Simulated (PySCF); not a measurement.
Working out the ionisation energy of N²⁺

N²⁺ [He] 2s2 2p1 (2P) → N³⁺ [He] 2s2 (1S). Calculation: PySCF 2.14, in 6-31G*; the non-relativistic Hamiltonian (point nucleus). Frozen: 1s2. Energies in hartree (1 hartree = 27.21139 eV):

```
            part  N²⁺ (lower)  N³⁺ (upper)
             UHF   -52.795438   -51.055579
CCSD correlation    -0.074220    -0.085120
             (T)    -0.000533     0.000000
```

Q: What does Hartree-Fock give?

A: (-51.055579) − (-52.795438) = 1.739859 hartree = 47.344 eV.

Q: What do CCSD and CCSD(T) give?

A: The CCSD correlation energies differ by -0.010900 hartree = -0.297 eV and the triples by 0.000533 hartree = 0.015 eV, so CCSD gives 47.047 eV and CCSD(T) 47.062 eV.

Reference: 47.445 eV (semi-empirical (NIST evaluation); NIST Atomic Spectra Database, ionization energies), between the lowest levels; spin-orbit coupling is absent from the calculation.

The coupled-cluster amplitudes are large, so a single reference is strained.

What remains against the reference includes basis incompleteness, the frozen core and higher excitations.
